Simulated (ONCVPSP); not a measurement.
**Varying the ONCV potential for N (Z = 7)**

Base potential:

N, optimised norm-conserving Vanderbilt (ONCV), made with ONCVPSP 4.0.1 (LDA (Perdew-Wang 92), scalar-relativistic). Core [He], reference 2s2 2p1.5 (charge +1.5). Waves: 2s: rc 0.80 bohr, ncon 3, nbas 7, qcut 7.6 1/bohr, 2 projectors, debl 2 Ha; 2p: rc 2.05 bohr, ncon 4, nbas 7, qcut 8 1/bohr, 1 projector; d scattering state at 0.07 Ha: rc 1.80 bohr, ncon 4, nbas 7, qcut 5.1 1/bohr, 2 projectors, debl 3.9 Ha. Local part: polynomial inside 0.65 bohr (lpopt 5, dvloc0 0 Ha). Core correction: Teter function, fcfact 5.25, rcfact 1.5.

All-electron outer shells of the reference configuration (LDA (PZ), scalar-relativistic, ld1.x):

```tsv
shell	level (eV)	outermost node (bohr)	outermost maximum (bohr)
1s	-408.94	–	0.15
2s	-40.26	0.32	0.98
2p	-28.85	–	0.89
```

Cutoffs, loose and tight: the cutoffs (Ha) at which the residual kinetic energy of the hardest occupied pseudo-wave falls to 1 and 0.1 mHa per electron. They do not see the model core or the augmentation charge, which bear on the density cutoff. Test errors are all-electron minus pseudo excitation energies from the reference, over the configurations 2s2 2p3; 2s2 2p2; 2s2 2p1; 2s1 2p0. A dash means not determined; rows that change the core or the reference have their own tests.

A true bound ghost makes a file unfit for plane-wave use even where its test errors are small: the radial tests pick states by their node count and pass the ghost by.

| change | outcome | cutoff, loose | cutoff, tight | bound ghosts | GHOST(+) flags above zero | largest test error (meV) |
| --- | --- | --- | --- | --- | --- | --- |
| base | generated | 30 Ha | 115 Ha | d | none | +1260 |
| core correction Teter function, fcfact 5.25, rcfact 0.94 | generated | 30 Ha | 115 Ha | d | none | +1510 |
| core correction Teter function, fcfact 5.25, rcfact 1.14 | generated | 30 Ha | 115 Ha | d | none | +1453 |
| core correction Teter function, fcfact 5.25, rcfact 1.44 | generated | 30 Ha | 115 Ha | d | none | +1301 |
| core correction Teter function, fcfact 5.25, rcfact 1.64 | generated | 30 Ha | 115 Ha | d | none | +1148 |
| core correction Teter function, fcfact 5.25, rcfact 1.84 | generated | 30 Ha | 115 Ha | d | none | +952 |

(1) What comes out with this change to the base: core correction Teter function, fcfact 5.25, rcfact 1.98?

Results:

(1) outcome: generated; cutoff, loose: 30 Ha; cutoff, tight: 115 Ha; bound ghosts: d; GHOST(+) flags above zero: none; largest test error (meV): +792.

Reading the sweep of the rcfact (base included, trends over the rows without a ghost): Bound ghosts are found at 0.94, 1.14, 1.44, 1.5, 1.64, 1.84, 1.98. Every judged row has one, so this setting neither creates nor removes them.
